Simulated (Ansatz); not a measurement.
One change: `C[CH](Cl)[GeH3]` becomes `CC(O)Cl`.

Ansatz, PBE0-D4/def2-TZVP geometries, multiplicity 1. Each molecule was computed in one conformer, which needn't be the lowest.

Scalar relativity is left out up to krypton.

```csv
property,`C[CH](Cl)[GeH3]`
size of the dipole moment (PBE/def2-TZVPP) / D,1.71
HOMO–LUMO gap (ωB97M-V/def2-TZVPP) / eV,12.13
HOMO energy (PBE0/def2-TZVPP) / eV,-7.83
LUMO energy (ωB97M-V/def2-TZVPP) / eV,2.09
HOMO–LUMO gap (PBE0/def2-TZVPP) / eV,8.17
LUMO energy (B3LYP/def2-TZVPP) / eV,0.08
```

**Question.** What does the change do to each property? (An estimate is asked.)

**Answer.** Ansatz gave: 
| property | `CC(O)Cl` | shift |
| --- | --- | --- |
| size of the dipole moment (PBE/def2-TZVPP) / D | 2.19 | 0.48 |
| HOMO–LUMO gap (ωB97M-V/def2-TZVPP) / eV | 13.05 | 0.92 |
| HOMO energy (PBE0/def2-TZVPP) / eV | -8.39 | -0.56 |
| LUMO energy (ωB97M-V/def2-TZVPP) / eV | 2.33 | 0.24 |
| HOMO–LUMO gap (PBE0/def2-TZVPP) / eV | 9.08 | 0.91 |
| LUMO energy (B3LYP/def2-TZVPP) / eV | 0.35 | 0.27 |

With PBE0 the HOMO falls by 0.56 eV and the LUMO rises by 0.35 eV, so the gap widens by about 0.91 eV. PBE moves the HOMO by -0.35 eV and ωB97M-V by -0.68 eV. Dipoles are sizes alone; their direction can turn.

B3LYP here is the variant with VWN-RPA as its local correlation; programs differ in this.
